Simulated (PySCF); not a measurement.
# Computed vibrations of [PbF3(NH3)]−

[PbF3(NH3)]− (singlet). PySCF 2.14.0, RKS PBE0, Pb def2-SVP with ECP60, F def2-SVP, N def2-SVP, H def2-SVP; non-relativistic Hamiltonian with scalar-relativistic core potentials where named; density fitting; no spin-orbit coupling. Central differences of gradients.

```xyz
8

Pb    0.1343   -0.1343    0.1343
F     1.5080    0.6964    1.5080
F    -0.6964   -1.5080    1.5080
F     1.5080   -1.5080   -0.6964
N    -4.1878    4.1878   -4.1878
H    -4.8005    4.8005   -3.6512
H    -3.6512    4.8005   -4.8005
H    -4.8005    3.6512   -4.8005
```

Run from Python with OMP_NUM_THREADS=2. Where DIIS fails, smearing, a level shift and second-order steps follow.
It took 2.2 min on 2 threads of Intel(R) Xeon(R) Processor @ 2.50GHz (Skylake/Cascade Lake), on a shared host.

(1) What are the harmonic wavenumbers and infrared intensities?

(2) Is this a minimum?

Some metal–ligand contacts ended over 25 % longer than in the template from which the work began, so those ligands are loosely bound or lost.

## Answers

(1) Modes are labelled in C3v; negative numbers are unstable modes, those under 60 cm⁻¹ near the noise; a finer grid moves soft modes by up to 10 cm⁻¹.
```csv
cm⁻¹,km/mol,symmetry
-43,–,e
-43,–,e
-26,–,e
-26,–,e
9,0.2,a1
97,0.0,a2
155,5.8,e
155,5.8,e
165,20.6,a1
476,100.8,e
476,100.8,e
499,84.0,a1
1018,134.7,a1
1653,10.2,e
1653,10.2,e
3501,0.0,a1
3638,0.6,e
3638,0.6,e
```

(2) Probably not: 4 unstable, though so soft as to be near the noise; the lowest moves the atoms so:
```
Pb   0.05  0.06  0.00
F    0.11 -0.40  0.23
F   -0.40  0.10 -0.23
F   -0.12 -0.12  0.00
N   -0.19 -0.19  0.00
H   -0.25 -0.25  0.00
H   -0.35 -0.15 -0.10
H   -0.15 -0.36  0.10
```
